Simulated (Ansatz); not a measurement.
`CO[Si](CCC(F)(F)C(F)(F)C(F)(F)C(F)(F)F)(OC)OC` with charge +1, relaxed as a doublet with UKS PBE-D4/def2-SVP in Ansatz, starting from the PBE-D4/def2-SVP geometry of the neutral singlet. Force threshold 0.03 eV/Å.

Start:

Cartesian coordinates in Å:
```
C 2.828 -2.713 0.677
O 1.461 -2.347 0.744
Si 0.486 -1.971 -0.554
C 0.639 -0.188 -1.104
C 0.199 0.790 -0.008
C 0.309 2.236 -0.456
F 1.593 2.513 -0.854
F -0.502 2.478 -1.530
C -0.019 3.304 0.636
F 0.923 3.216 1.612
F 0.058 4.536 0.067
C -1.419 3.161 1.312
F -1.369 2.130 2.196
F -2.360 2.883 0.375
C -1.890 4.431 2.092
F -2.235 5.407 1.242
F -0.913 4.873 2.901
F -2.960 4.111 2.839
O -1.094 -2.132 -0.049
C -1.602 -3.264 0.641
O 0.914 -3.052 -1.759
C 0.340 -3.101 -3.051
H 3.121 -3.169 1.645
H 3.019 -3.450 -0.134
H 3.483 -1.828 0.504
H 0.024 -0.032 -2.015
H 1.692 0.008 -1.398
H -0.849 0.589 0.287
H 0.818 0.670 0.905
H -2.631 -3.034 0.985
H -1.648 -4.161 -0.017
H -0.980 -3.517 1.527
H 0.750 -3.981 -3.589
H -0.768 -3.204 -3.015
H 0.580 -2.194 -3.653
```

Question: Estimate the energy that the relaxation releases and the steps that it takes.

Answer: 22.0 kJ/mol, in 50 steps; 3.7 min on 2 threads of AMD EPYC 7R13 on a shared host and a share (18 GiB) of an NVIDIA H100 80GB HBM3. The force fell under the threshold at step 39, but the optimiser went on and released 0.003 eV more. No frequencies were taken in this run, so the end may be a saddle point.

Question: Does the start keep its bonding and symmetry?

Answer: By distances, no bond broke or formed. The bond that changes most is Si3–C4, from 1.87 to 1.91 Å (atoms count from 1).

Question: Predict the relaxed structure.

Answer: 
```csv
atom,x (Å),y (Å),z (Å)
C1,2.6708,-2.8647,0.6795
O2,1.5437,-2.0323,0.4397
Si3,0.5528,-1.8383,-0.8777
C4,0.5570,0.0179,-1.3188
C5,0.1581,0.8667,-0.1261
C6,0.2634,2.3675,-0.4798
F7,1.5247,2.6647,-0.8805
F8,-0.5833,2.6933,-1.4807
C9,-0.0235,3.3223,0.7606
F10,0.9336,3.0830,1.6823
F11,0.0833,4.5866,0.3143
C12,-1.4267,3.1200,1.4293
F13,-1.3790,1.9748,2.1598
F14,-2.3715,2.9846,0.4737
C15,-1.8469,4.2942,2.3833
F16,-2.1507,5.3769,1.6643
F17,-0.8404,4.5737,3.2228
F18,-2.9175,3.9061,3.0835
O19,-1.0101,-2.2814,-0.5450
C20,-1.6198,-2.8134,0.6244
O21,1.1524,-2.6464,-2.2003
C22,0.5618,-3.5738,-3.0969
H23,2.6753,-3.1215,1.7597
H24,2.6535,-3.7863,0.0638
H25,3.6061,-2.3007,0.4701
H26,-0.1483,0.1116,-2.1704
H27,1.5846,0.2311,-1.6776
H28,-0.8839,0.6667,0.1870
H29,0.8219,0.7011,0.7454
H30,-2.4538,-3.4706,0.3010
H31,-0.9038,-3.3817,1.2516
H32,-2.0621,-1.9901,1.2278
H33,1.3544,-4.2821,-3.4195
H34,-0.2892,-4.1180,-2.6406
H35,0.2130,-3.0413,-4.0101
```
Bond lengths: 9 × C–F 1.33 to 1.36 Å; 5 × C–C 1.52 to 1.59 Å; 3 × O–Si 1.66 Å; 3 × C–O 1.42 Å; 1 × C–Si 1.91 Å; 13 × C–H 1.11 Å.
